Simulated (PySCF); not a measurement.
# Structure revision by computed shifts

A compound C$_{7}$H$_{5}$F$_{3}$ gives the data below (simulated from a calculation) and was assigned the structure `FC1=C[C@@H]2C(C(F)F)=C[C@H]12`.

$^{13}$C{$^{1}$H} NMR (computed): δ 169.2 (C), 140.1 (C), 138.9 (C), 121.1 (CH2), 85.5 (C), 77.3 (CH), 26.6 (CH2).

$^{1}$H NMR (400 MHz, computed): δ 5.78 (m, 1H), 5.48 (m, 1H), 3.26 (d, 2H), 1.51 (t, 1H).

- geometry: GFN2-xTB
- σ from GIAO-PBE0/pcSseg-1
- run in PySCF
- one conformer, gas phase, non-relativistic, averaged over atoms made equivalent by symmetry, fast rotation or ring inversion

Shifts are taken against calculated references (same method and geometry level): $^{1}$H and $^{13}$C vs TMS.

(1) Compare with the shifts computed for the proposed structure, pairing carbons in order of shift.

(2) Which isomer fits?

Results:

(1) Atom-mapped SMILES (the numbers label the heavy atoms): `[F:1][C:2]1=[CH:3][C@@H:4]2[C:5]([CH:6]([F:7])[F:8])=[CH:9][C@H:10]12`; H(Xn) means a hydrogen on atom n.

```csv
atom,computed for proposal,given list,difference
C2,175.2,169.2,+6.0
C5,162.2,140.1,+22.1
C9,152.3,138.9,+13.4
C3,119.4,121.1,-1.7
C6,116.2,85.5,+30.7
C10,53.8,77.3,-23.5
C4,38.3,26.6,+11.7
```

The rms difference is 18.3 ppm and the largest +30.7 ppm at C6 (allylic sp3 CH bonded to 2 F). The carbon types in order of shift don't match either: C, C, CH, CH, CH, CH, CH for the proposal against C, C, C, CH2, C, CH, CH2 in the data. The proposal doesn't fit.

(2) SMILES C#CCC(=C)C(F)=C(F)F.

1. Carbon types of the structure: 4 × C, 1 × CH, 2 × CH2, which accounts for all hydrogens.
2. δC 169.2, 140.1, 138.9: fully substituted alkene carbon.
3. δC 121.1: terminal =CH2 carbon; an sp2 carbon of a C=C bond.
4. δC 85.5: alkyne carbon; the triple bond shields along its axis, which puts it between sp3 and sp2 carbons.
5. δC 77.3: terminal alkyne carbon; the triple bond shields along its axis, which puts it between sp3 and sp2 carbons.

The shifts were computed for this structure.

Splittings by $^{19}$F in the carbon and heteronuclear signals aren't shown, as no couplings were computed. Shifts are as computed. Against solution values, carbons near 30 ppm lie about +3 ppm off and those near 130 ppm about +5 ppm. Of 1309 compounds with measured shifts, 239 miss one by over three times the rms of a fit or turn the order of signals round; such compounds aren't used in these exercises. No couplings were computed; multiplicities are counted from neighbouring protons, with m where these are inequivalent, close in shift, in a saturated or five-membered ring or joined by F or P, and br s for small geminal =CH2 splittings.
